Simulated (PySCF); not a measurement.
Here is a job for PySCF.
```python
from pyscf import gto, scf, dft

mol = gto.M(
    atom='''
C     1.259539   -0.138707    0.003344
Si   -0.572538    0.065096   -0.002598
H     1.943862    0.690529   -0.023106
H     1.730563   -1.105604    0.044180
H    -1.145051   -0.396883    1.270890
H    -0.904062    1.476375   -0.200625
H    -1.167021   -0.743522   -1.075023
''',
    basis='6-31g*',
    charge=0,
    spin=1,
    verbose=4,
)

mf = dft.UKS(mol)
mf.xc = 'camb3lyp'
mf = mf.density_fit(auxbasis='def2-universal-jkfit')
mf.kernel()
```

**Question.** What does this run give for the dipole moment, Mulliken (on the basis functions themselves) charges in atom order, number of basis functions, HOMO energy?

**Answer.** 
- dipole moment = 0.64 D
- Mulliken (on the basis functions themselves) charges in atom order = C1 -0.49, Si2 0.36, H3 0.17, H4 0.17, H5 -0.07, H6 -0.07, H7 -0.07
- number of basis functions = 42
- HOMO energy = -8.04 eV

These values belong to the state on which the SCF converged, which isn't shown to be the lowest.
